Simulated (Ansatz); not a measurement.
Gas-phase electronic energies from Ansatz, PBE0-D4/def2-TZVP geometries. CCSD(T)/CBS adds triple-zeta CCSD(T) − MP2 to the extrapolated MP2 energy (def2 sets, frozen cores). This one scheme is used for every species. DFT in def2-TZVPP. B3LYP here is the variant with VWN-RPA as its local correlation; programs differ in this. Each species was taken in one conformer, which may not be the lowest.

Reaction (formal hydrolysis of the Si–N bond): `N[SiH]([SiH3])S` + H₂O → `O[SiH]([SiH3])S` + NH₃

| level | ΔE (kJ/mol) |
| --- | --- |
| BLYP-D4 | -42.8 |
| B97M-V | -46.8 |
| r2SCAN | -44.4 |
| B3LYP | -46.4 |
| CAM-B3LYP | -46.5 |
| CCSD/def2-SVP | -40.3 |
| MP2/CBS(def2) | -39.0 |
| CCSD/CBS(def2) | -40.6 |

**Question.** What does CCSD(T)/CBS give? (Best estimate.)

**Answer.** Computed: -40.0 kJ/mol. The listed levels differ from it by -2.8, -6.8, -4.4, -6.4, -6.5, -0.3, 1.0, -0.6 kJ/mol.

Largest T1 diagnostic among the species: 0.012.

Leaving LDA and LC-ωPBE aside and taking each functional with its dispersion term where it has one, the values, not all of them listed here, spread over 9.4 kJ/mol, from B97M-V to revPBE-D4. LDA lies +3.0 kJ/mol from PBE without D4. In def2-TZVPP, CCSD(T) changes the Hartree–Fock value by +6.0 kJ/mol (the triples alone add +0.6 kJ/mol) and MP2 by +6.9 kJ/mol.
